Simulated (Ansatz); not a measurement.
```xyz
6

C     0.0000   -0.0252   -1.0566
S     0.0000   -0.0548    0.6104
H     0.0000   -0.9906   -1.3562
H    -0.8279    0.4219   -1.4268
H     0.8279    0.4219   -1.4268
H     0.0000    1.1751    0.7837
```

Basis set: 6-31G* (spherical functions). Left uncorrelated: 6 orbitals. Charge 0, multiplicity 1.

Computed with Ansatz (development build ahead of 0.2.0); each method stands on the lowest determinant of its kind that the runs found. Restricted open shells among the atoms or ions are ROHF, correlated in semicanonical orbitals with singles.

Question: Give the atomization energy at this shape (free ground-state atoms in the same class of orbitals less the molecule, no zero-point energy) of singlet CH₄S by RHF-MP2, RHF.

Answer:

| method | atomization energy |
| --- | --- |
| RHF-MP2 | 401.96 kcal/mol |
| RHF | 331.58 kcal/mol |

Caution: no unrestricted run beside it, a lower state can exist; the shape is not the minimum.
